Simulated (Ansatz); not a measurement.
Compare A (`C[SiH2]C1C=N1`) with its isomer B (`CC([SiH3])=C=N`).

Gas-phase electronic energies from Ansatz, PBE0-D4/def2-TZVP geometries. CCSD(T)/CBS is the MP2 limit (def2-TZVPP, def2-QZVPP) plus CCSD(T) − MP2 in def2-TZVPP, frozen cores. Functionals use def2-TZVPP. B3LYP here is the variant with VWN-RPA as its local correlation; programs differ in this. One conformer a species, not always the lowest.

(1) Which isomer does CCSD(T)/CBS put lower? Give the gap. (An estimate is asked.)

(2) Give E(B) − E(A) in kcal/mol with MP2/def2-TZVPP, r2SCAN-D4, CCSD/def2-TZVPP, B2PLYP, CCSD(T)/def2-TZVPP, PBE-D4, B3LYP-D4. (Best estimate.)

(3) Does the order hold for the free energy at 298.15 K (harmonic terms from PBE0-D4)? (An estimate is asked.)

Largest T1 diagnostic: 0.014.

Answers

(1) Ansatz gave: B, by 16.0 kcal/mol.

(2) Ansatz gave: MP2/def2-TZVPP -15.6, r2SCAN-D4 -19.8, CCSD/def2-TZVPP -16.5, B2PLYP -19.5, CCSD(T)/def2-TZVPP -16.3, PBE-D4 -19.3, B3LYP-D4 -21.6. None reverses the order clearly.

(3) The calculation gave: Yes: G(B) − G(A) = -16.3 kcal/mol, for one conformer each. Modes under 60 cm⁻¹, often nearly free rotors, make the harmonic entropy too high.

Leaving LDA and LC-ωPBE aside and taking each functional with its dispersion term where it has one, the values, not all of them listed here, spread over 6.9 kcal/mol, from BLYP-D4 to ωB97X-V. LDA lies −1.3 kcal/mol from PBE without D4. From PBE to PBE0 (25 % exact exchange), in def2-TZVPP and without D4, E(B) − E(A) moves by +1.0 kcal/mol.
